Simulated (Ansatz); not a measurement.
`OC[SiH2][AsH2]` → `[CH2]` (triplet) + `O[SiH2][AsH2]` at 700 K and 1 bar (formal loss of a carbene).

Calculated with Ansatz (gas phase, PBE0-D4/def2-TZVP geometries, no zero-point term in ΔE). CBS: MP2 limit from def2 TZ/QZ plus the TZ coupled-cluster correction, frozen cores. This one scheme is used for every species. Triplets are unrestricted, without spin–orbit coupling. For As outer-core shells are correlated without core-valence functions, which leaves a few kJ/mol of doubt a bond. Scalar relativity is left out up to krypton. Each species was taken in one conformer, which may not be the lowest.

```json
{"species": "`OC[SiH2][AsH2]`", "CCSD(T)/CBS energy (Eh)": "-2641.51101", "H − E (kJ/mol)": "278.5", "S (J/(mol·K))": "483.7"}
{"species": "`[CH2]` (triplet)", "CCSD(T)/CBS energy (Eh)": "-39.09499", "H − E (kJ/mol)": "70.4", "S (J/(mol·K))": "226.8"}
{"species": "`O[SiH2][AsH2]`", "CCSD(T)/CBS energy (Eh)": "-2602.30953", "H − E (kJ/mol)": "187.8", "S (J/(mol·K))": "422.7"}
```

H − E and S are ideal-gas, rigid-rotor, harmonic terms from PBE0-D4/def2-TZVP, for one conformer and one mirror image of each species, with the whole ground term of open shells counted as degenerate. 1 Eh = 2625.50 kJ/mol, R = 8.31446 J/(mol·K).

By hand: ΔE, ΔH, ΔS and ΔG.

ΔE = (-39.09499) + (-2602.30953) − (-2641.51101) = 0.10649 Eh = 279.6 kJ/mol. Δ(H − E) = 70.4 + 187.8 − 278.5 = -20.3, so ΔH = 259.3 kJ/mol. ΔS = 226.8 + 422.7 − 483.7 = 165.8 J/(mol·K). ΔG = 259.3 − 700 × (165.8)/1000 = 143.2 kJ/mol.

By hand: the equilibrium constant, and the temperature at which ΔG would vanish if ΔH and ΔS stayed fixed.

log₁₀ K = −ΔG/(RT ln 10) = -10.7. ΔG = 0 at ΔH/ΔS = 1564 K.

The number of gas molecules changes by +1, which sets the sign of ΔS. A doubt of 5 kJ/mol in ΔE shifts log₁₀ K by 0.4 here. Other conformers and mirror images would add mixing entropy, several J/(mol·K) or more a flexible species. A triplet takes part, so the spin changes. These are equilibria of isolated gas molecules and say nothing of rates. Largest T1 diagnostic: 0.011 (customary marks: 0.02 for closed shells, 0.045 for open ones).
